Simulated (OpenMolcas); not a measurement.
Pd4+ (d6) among equal point charges was computed by CASSCF with the d shell active (OpenMolcas, ANO-RCC-VDZP on the metal). Its lowest spin-free states, and all those of the highest spin:

| 2S+1 | Degeneracy | E (cm-1) |
| --- | --- | --- |
| 5 | 1 | 0.0 |
| 5 | 2 | 474.2 |
| 5 | 2 | 2898 |
| 3 | 1 | 20514 |
| 3 | 2 | 20530 |
| 3 | 2 | 21351 |
| 3 | 1 | 21477 |
| 3 | 2 | 22412 |
| 3 | 1 | 22621 |
| 3 | 2 | 23171 |
| 3 | 2 | 24621 |
| 3 | 1 | 24807 |

Problem. Is the site octahedral, tetrahedral or cube-like, axial, or of lower symmetry?

Solution. The states with 2S+1 = 5 have orbital degeneracies 1, 2, 2. There are pairs but no triples, so the site is axial: not cubic, but with a proper or improper axis of order three or more. The run had Pd4+ among 6 point charges of -0.8 e arranged as a trigonal antiprism (D3d), 2.01 Å from the ion, with a polar angle of 56.4° against the regular 54.74°.

Spin-orbit coupling mixes the spin-free states strongly: the lowest level takes only 56 % from its leading state, 5A1. Without dynamic correlation the repulsion within the d shell is too large (B by tens of per cent), so at a given field states of lower spin stand too high. Point charges give a weaker field than real ligands, and real ions of this kind are as a rule low spin; the high spin found here belongs to the model. The ground term spreads over less than 5000 cm-1, several times less than with real ligands, so orbital moments are less quenched and χT lies further from the spin-only value than at real sites. This is an electrostatic model: the charges have no orbitals. No measured value stands beside these numbers.
